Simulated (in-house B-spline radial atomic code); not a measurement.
# Binding energies in Ba II (Ba+)

NIST's tabulated ground configuration is [Xe] 6s1; each binding energy is the energy of the ion with one electron taken from that subshell, relaxed, less that of the parent. Computed with a radial B-spline atomic code at the basis-set limit: Dirac-Kohn-Sham PBE0, spherical fractional occupations, Fermi nucleus of rms radius 4.8378 fm. Energies include first-order Breit, QED and recoil terms.

Caution: exact exchange at fractional occupations of open shells leaves self-interaction of up to several eV.

| subshell | X-ray name | binding energy (eV) | -ε (eV) | relaxation (eV) |
| --- | --- | --- | --- | --- |
| 1s | K | 37553.5 | 37339.3 | -337.3 |
| 2s | L1 | 5974.5 | 5931.4 | -57.8 |
| 2p1/2 | L2 | 5642.7 | 5583.8 | -73.0 |
| 2p3/2 | L3 | 5266.7 | 5201.8 | -74.5 |
| 3s | M1 | 1285.1 | 1268.2 | -19.4 |
| 3p1/2 | M2 | 1140 | 1122.1 | -20.2 |
| 3p3/2 | M3 | 1068.1 | 1047.8 | -21.7 |
| 3d3/2 | M4 | 816 | 792.1 | -24.5 |
| 3d5/2 | M5 | 801.3 | 776.4 | -25.1 |
| 4s | N1 | 267.3 | 258.5 | -9.2 |
| 4p1/2 | N2 | 213.4 | 204.8 | -8.9 |
| 4p3/2 | N3 | 198.7 | 189.3 | -9.6 |
| 4d3/2 | N4 | 110 | 101.0 | -9.0 |
| 4d5/2 | N5 | 107.6 | 98.4 | -9.2 |
| 5s | O1 | 46.97 | 42.08 | -4.95 |
| 5p1/2 | O2 | 32.01 | 27.54 | -4.50 |
| 5p3/2 | O3 | 30.12 | 25.40 | -4.73 |
| 6s | P1 | 9.55 | 7.51 | -2.05 |

Relaxation = -ε minus the binding energy without Breit, QED and recoil terms. With a density functional, K lines can miss by some tenths of a per cent, more in light atoms. For a density functional the relaxation so defined is negative, because -ε of a Kohn-Sham level is smaller than the binding energy.

Emission lines follow as differences of binding energies, with λ = 12398.42 eV·Å / E:

| line | holes | energy (eV) | wavelength (Å) |
| --- | --- | --- | --- |
| K-L3 | 1s → 2p3/2 | 32286.8 | 0.38401 |
| K-L2 | 1s → 2p1/2 | 31910.8 | 0.38853 |
| K-M3 | 1s → 3p3/2 | 36485.4 | 0.33982 |
| L3-M5 | 2p3/2 → 3d5/2 | 4465.4 | 2.7766 |
| L2-M4 | 2p1/2 → 3d3/2 | 4826.7 | 2.5687 |
| L1-M3 | 2s → 3p3/2 | 4906.4 | 2.527 |
| L3-M1 | 2p3/2 → 3s | 3981.6 | 3.1139 |
| L2-N4 | 2p1/2 → 4d3/2 | 5532.7 | 2.2409 |

(1) What screening constant σ does Moseley's law, E = (3/4)·13.6057 eV·(Z - σ)², need for K-L3?

Moseley's non-relativistic formula needs a falling, then negative, screening constant for heavy elements, because relativity binds the 1s electron more strongly than the formula allows.

(2) What does it cost to remove two 4d5/2 electrons?

(3) What does it cost to remove both a 3s and a 4d5/2 electron?

(4) What does it cost to remove both a 2p1/2 and a 5s electron?

Results:

(1) σ = -0.25.

(2) 234.65 eV, which is 19.36 eV more than the two single binding energies together.

(3) 1417.5 eV, which is 24.77 eV more than the two single binding energies together.

(4) 5704.3 eV, which is 14.66 eV more than the two single binding energies together.
